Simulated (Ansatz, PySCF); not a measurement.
This triplet is an excited state, 3.28 eV above the relaxed singlet at the level frozen-core CCSD(T)/cc-pVTZ // B3LYP-D3(BJ)/def2-TZVP (Ansatz, a first-principles code).

HFGeO, SMILES `[OH][Ge][F]` (excited triplet; H–O–Ge–F torsion 98°) (charge 0, multiplicity 3)

The numbers are results of PySCF with PBE-D3(BJ)/def2-TZVP // B3LYP-D3(BJ)/def2-TZVP, not measurements.

```yaml
highest_occupied_spin_orbital: -3.92 eV
dipole_moment: 2.21 D
total_energy: -2252.2233 Ha
cost: roughly 2.3 core-minutes
```

```xyz
4

O     -1.0159     0.1222     0.4096
Ge     0.5915     0.6412    -0.2540
F      1.9430    -0.4291     0.1238
H     -1.5185    -0.3343    -0.2795
```
Charge 0, spin multiplicity 3.
